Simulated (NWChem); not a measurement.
C2H5S, doublet; SMILES CC[S]

```xyz
8

C      0.3597    -1.6249     0.0000
C     -0.6084    -0.4455     0.0000
S      0.1404     1.1976     0.0000
H      1.0139    -1.6002     0.8940
H     -0.1909    -2.5893     0.0000
H      1.0139    -1.6002    -0.8940
H     -1.2957    -0.4743     0.8781
H     -1.2957    -0.4743    -0.8781
```
Atoms are numbered in this order, from 1.

Results from NWChem. Spin-unrestricted. In the optimisation the excess spin sits in a" (Cs, its own frame). Coordinates come from a PBE-D3(BJ)/def2-SVP, spin-unrestricted optimisation. No stability test was run on the SCF state. Total energies compare along this basis series because the functional is fixed.

| level | basis functions | energy (Ha) | highest occupied level (eV) | lowest empty minus highest occupied level, either spin (eV) | dipole (D) | <S²> |
|---|---|---|---|---|---|---|
| UHF/pcseg-1 | 71 | -476.1008 | -9.49 | 10.10 | 1.83 | 0.759 |
| UHF/aug-pcseg-1 | 118 | -476.1080 | -9.46 | 9.90 | 1.82 | 0.762 |
| UHF/pcseg-2 | 164 | -476.1898 | -9.46 | 10.23 | 1.83 | 0.762 |
| UHF/STO-3G | 24 | -470.8763 | -6.09 | 12.32 | 0.71 | 0.754 |
| UHF/def2-SVP | 71 | -475.9705 | -9.34 | 10.52 | 1.67 | 0.759 |
